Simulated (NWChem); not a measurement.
A series in which one site is exchanged, each optimised at PBE0/def2-SVP with NWChem, gas phase unless a solvent is named. For some, no frequency run checked for a minimum. def2 effective core potentials on Cd, I; no spin-orbit coupling.

A: [CH3][Cd][I] (CH$_{3}$CdI; site = I)
B: [CH3][Cd][Br] (CH₃BrCd; site = Br)
C: [CH3][CdH] (CH4Cd; site = H)
D: [Cd]([CH3])[Cl] (CH$_{3}$CdCl; site = Cl)

```csv
quantity,A,B,C,D
"dipole (D), PBE0/def2-SVP",2.79,2.92,0.55,…
"orbital gap (eV), PBE0/def2-SVP",6.31,6.98,6.89,…
"static polarisability, PBE/def2-SVPD (bohr³)",88.3,71.8,49.2,…
"lowest singlet excitation, PBE/def2-SVPD, TDA (eV)",4.49,5.03,5.23,…
```

Question: Fill in the missing entries.

Answer: 
- dipole (D), PBE0/def2-SVP, D: 2.95
- orbital gap (eV), PBE0/def2-SVP, D: 7.44
- static polarisability, PBE/def2-SVPD (bohr³), D: 62.0
- lowest singlet excitation, PBE/def2-SVPD, TDA (eV), D: 5.44
